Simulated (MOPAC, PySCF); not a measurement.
C₈H₉FSi, SMILES `C=Cc1ccc([SiH3])cc1F` (C–C–C–C torsion 0°), neutral singlet in the gas phase. 

Cartesian coordinates (Å):
SMILES: C=Cc1ccc([SiH3])cc1F
```xyz
19

C     -3.6202     0.4085     0.2186
C     -2.6584    -0.5211     0.1706
C     -1.2165    -0.2779     0.0746
C     -0.6354     0.9990     0.0135
C      0.7392     1.1702    -0.0797
C      1.6070     0.0658    -0.1158
Si     3.4705     0.2947    -0.1974
C      1.0439    -1.2142    -0.0581
C     -0.3322    -1.3647     0.0350
F     -0.8305    -2.6022     0.0858
H     -4.6706     0.1183     0.2916
H     -3.4086     1.4809     0.1902
H     -2.9453    -1.5754     0.2065
H     -1.2833     1.8778     0.0377
H      1.1434     2.1849    -0.1308
H      4.0883    -0.8454    -0.9394
H      3.7865     1.5807    -0.8888
H      4.0660     0.3389     1.1743
H      1.6564    -2.1189    -0.0884
```
Charge 0, multiplicity 1.

All levels are single points at this geometry (PBE0-D3(BJ)/def2-SVP); Pople sets use spherical d functions. Orbital energies aren't observables, and empty levels follow the basis.

| level | HOMO (eV) | LUMO (eV) | gap (eV) | dipole (D) | vertical IE, Delta-SCF (eV) |
|---|---|---|---|---|---|
| PBE0-D3(BJ)/def2-TZVP in PySCF | -6.80 | -1.62 | 5.18 | 1.14 | 8.39 |
| ωB97X-D3(BJ)/def2-TZVP in PySCF | -8.89 | 0.34 | 9.24 | 1.16 | 8.56 |
| PBE/6-31G* in PySCF | -5.52 | -2.01 | 3.51 | 0.92 | 8.01 |
| SVWN5/6-31G* in PySCF | -5.69 | -2.20 | 3.49 | 0.92 | 8.21 |
| HF/STO-3G in PySCF | -6.46 | 5.86 | 12.32 | 1.03 | – |
| PM7 in MOPAC | -9.36 | -0.59 | 8.77 | 1.51 | – |
